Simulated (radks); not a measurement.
Task: Radial electron density D(r) = 4 pi r^2 rho(r) of an atom or ion with 8 electrons. All-electron calculation, scalar-relativistic Kohn-Sham, LDA (Slater exchange, Perdew-Wang correlation), spin-polarised, spherical densities, point nucleus. Program: a radial shooting solver on a logarithmic mesh with Libxc functionals.

r (bohr),D(r) (e/bohr),spin D(r)
0.01323,0.5541,-0.0000177
0.01642,0.8105,-0.0000139
0.02038,1.171,0.00000783
0.0253,1.667,0.0000755
0.03115,2.301,0.000243
0.03866,3.143,0.000659
0.04798,4.174,0.00161
0.05907,5.306,0.00360
0.07332,6.527,0.00795
0.09099,7.619,0.0169
0.112,8.324,0.0336
0.139,8.459,0.0663
0.1726,7.848,0.125
0.2142,6.577,0.225
0.2637,5.079,0.375
0.3273,3.781,0.598
0.4062,3.208,0.885
0.5001,3.432,1.19
0.6207,4.113,1.45
0.7703,4.648,1.58
0.9484,4.581,1.50
1.177,3.836,1.22
1.461,2.701,0.852
1.813,1.589,0.496
2.232,0.7979,0.244
2.771,0.3200,0.0916
3.438,0.1025,0.0250
4.234,0.02679,0.00457
5.254,0.004908,0.000258

What is the nuclear charge?

Result: Z = 8. The innermost maximum, from 1s, lies near gamma/Z bohr with gamma = sqrt(1 - (Z/c)^2) = 0.998, here 0.125 bohr (found: 0.130), and its height grows with Z. The density is that of neutral oxygen in [He] 2s2 2p4; the configuration itself is not fixed sharply by these data. D(r) has 2 maxima, at r = 0.130, 0.841 bohr, and minima at 0.419 bohr, inside which lie 2.19 electrons.
